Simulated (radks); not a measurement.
Values are calculated unless marked as measured or tabulated.
Neutral titanium inside a hard spherical wall (all orbitals vanish at R), configuration held at [Ar] 3d2 4s2 and not refilled when levels cross. Code: a radial shooting solver on a logarithmic mesh with Libxc functionals. Model: scalar-relativistic Kohn-Sham, LDA (Slater exchange, Perdew-Wang correlation), spin-unpolarised, spherical densities, point nucleus. Eigenvalues in eV, with the zero of energy where the potential of the charges vanishes at infinity; a dash marks a level that is unbound or too diffuse for the functional's potential to be trusted. A positive occupied level is held by the wall or, in an anion where self-interaction has pushed it up, behind a barrier. The pressure on the wall is -dE/dV.

| R (bohr) | E (hartree) | kinetic (hartree) | e(3s) | e(3p) | e(4s) | e(3d) | e(4p, empty) | e(5s, empty) | pressure (GPa) |
|---|---|---|---|---|---|---|---|---|---|
| free | -851.72463 | 858.408 | -62.267 | -38.790 | -4.594 | -4.464 | -1.535 | -0.058 | 0 |
| 20 | -851.72463 | 858.408 | -62.267 | -38.790 | -4.594 | -4.464 | -1.535 | 0.053 | < 0.0001 |
| 15 | -851.72463 | 858.408 | -62.267 | -38.790 | -4.593 | -4.464 | -1.531 | 0.320 | < 0.0001 |
| 10 | -851.72380 | 858.416 | -62.201 | -38.724 | -4.541 | -4.402 | -1.380 | 1.953 | 0.0216 |
| 5 | -851.54575 | 859.200 | -58.672 | -35.252 | -0.555 | -1.141 | 4.521 | 24.338 | 18.3 |
| 2 | -840.58585 | 892.261 | -17.408 | 7.356 | 124.04 | 47.258 | 139.50 | 350.44 | 13200 |
| 1.5 | -817.66538 | 951.229 | 39.009 | 67.132 | 316.77 | 108.54 | 327.52 | 750.72 | 87900 |
